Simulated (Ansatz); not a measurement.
Molecule: ICl (charge +1, doublet). 
Structure (B3LYP-D3(BJ)/def2-TZVP (Ansatz, a first-principles code) minimum search):
```
Cl
I 1 2.2538
```
Charge +1, spin multiplicity 2.

Basis-set convergence of Hartree-Fock and CCSD(T) correlation energies (hartree) with Ansatz. Cores are frozen in the correlated levels unless marked. Open shells are spin-unrestricted. No spin-orbit coupling. Frozen are the shells of the preceding noble gas and the d and f shells that filled before the atom's block. In def2 rows, elements after Kr have scalar-relativistic effective core potentials.

| basis | functions | E(HF) | E(corr, CCSD(T)) |
|---|---|---|---|
| def2-SVP | 44 | -755.63405 | -0.25015 |
| def2-TZVPP | 92 | -755.81497 | -0.35166 |
| def2-QZVPP | 152 | -755.83149 | -0.38690 |

Extrapolating the two largest sets (X = 3 and 4) as X^-3: E(corr) = (64·(-0.38690) - 27·(-0.35166))/37 = -0.4126 Eh, an estimate of the basis-set limit. The largest set recovers 93.8 % of it, the smallest 60.6 %.
